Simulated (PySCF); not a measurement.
**Eu: ionisation energy**

Eu [Xe] 4f7 6s2 [4f5/2^6 4f7/2^1, M_J = 7/2] → Eu⁺ [Xe] 4f7 6s1 [4f5/2^6 4f7/2^1 6s1/2^1, M_J = 4], as a difference of total energies. All numbers are calculated (PySCF 2.14, the two-component X2C-1e Hamiltonian, in x2c-SVPall-2c with one added diffuse shell each of s, p, d, f type (8s11p10d4f1g, 128 functions)). Correlated levels: [Ar] 3d10 frozen; the 16 highest virtual spinors dropped. "Screened" scales the spin-orbit matrix elements by Boettger's factors to mimic the two-electron term; Breit and QED terms are absent.

| method | ionisation energy (eV) |
| --- | --- |
| GHF (spin-free) | 4.606 |
| GMP2 (spin-free) | 5.481 |
| GHF (screened spin-orbit) | 4.607 |
| GMP2 (screened spin-orbit) | 5.482 |

Question: How much does correlation contribute at GMP2 (screened spin-orbit)?

Answer: 5.482 − (4.607) = 0.875 eV, measured against GHF (screened spin-orbit).

Errors of the correlated levels include the incompleteness of this basis and the frozen core.

The labels give the starting determinants; with spin-orbit coupling the two ends relaxed to ⟨J²⟩ = 15.76, ⟨L²⟩ = 0.10, ⟨S²⟩ = 15.71 and ⟨J²⟩ = 20.01, ⟨L²⟩ = 0.10, ⟨S²⟩ = 19.94.

MP2 underrates the near-degeneracy of ns² with np² in the lower species.

For comparison: 5.670 eV (measured; NIST Atomic Spectra Database, ionization energies).
